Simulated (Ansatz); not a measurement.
Program: Ansatz. Geometries: PBE0-D4/def2-TZVP. ΔE: electronic, gas phase. CCSD(T)/CBS adds triple-zeta CCSD(T) − MP2 to the extrapolated MP2 energy (def2 sets, frozen cores). One conformer a species, not always the lowest.

Consider the ligand exchange at the Si–C bond: `CSC([SiH3])S` + `OPS` → `OP([SiH3])S` + `CSCS`.

`CSC([SiH3])S`:

```xyz
13

C    -0.516    0.020    2.101
S     0.705   -0.859    1.114
C     0.815    0.234   -0.330
Si   -0.679    0.085   -1.471
S     2.317   -0.119   -1.269
H    -0.158    1.017    2.365
H    -1.479    0.090    1.595
H    -0.642   -0.559    3.017
H     0.949    1.265    0.016
H    -0.633    1.140   -2.517
H    -1.951    0.221   -0.712
H    -0.624   -1.259   -2.099
H     1.897   -1.275   -1.811
```

`OPS`:

```xyz
6

O    -1.187   -0.494   -0.709
P     0.397   -0.541   -0.258
S     0.599    0.879    1.293
H    -1.281   -0.025   -1.542
H     0.213   -1.594    0.672
H     1.260    1.775    0.543
```

`OP([SiH3])S`:

Cartesian coordinates in Å:
```
O -1.084 -0.483 1.595
P -0.853 -0.756 -0.013
Si 0.052 1.212 -0.708
S 1.001 -1.757 -0.162
H -0.313 -0.141 2.060
H 1.309 1.508 0.037
H -0.935 2.289 -0.434
H 0.328 1.132 -2.164
H 0.497 -3.004 -0.211
```

`CSCS`:

Z-matrix (Å, degrees):
```
C
S 1 1.794
H 1 1.092 2 111.3
H 1 1.090 2 107.0 3 119.0
H 1 1.091 2 110.2 3 -122.4
C 2 1.795 1 100.2 3 66.7
S 6 1.811 2 116.8 1 63.3
H 6 1.090 2 106.1 1 -173.4
H 6 1.092 2 110.5 1 -56.8
H 7 1.342 6 96.2 2 58.3
```

```tsv
species	SCS-MP2/def2-TZVPP energy (Eh)
`CSC([SiH3])S`	-1165.28302
`OPS`	-815.53451
`OP([SiH3])S`	-1105.77422
`CSCS`	-875.04857
```

(1) Work out ΔE.

Largest T1 diagnostic among the species: 0.014.

Results:

(1) ΔE = (-1105.77422) + (-875.04857) − (-1165.28302) − (-815.53451) = -0.00526 Eh = -0.14 eV. CCSD(T)/CBS gives -0.18 eV.

In def2-TZVPP, CCSD(T) changes the Hartree–Fock value by +0.04 eV (the triples alone add +0.00 eV) and MP2 by +0.07 eV.
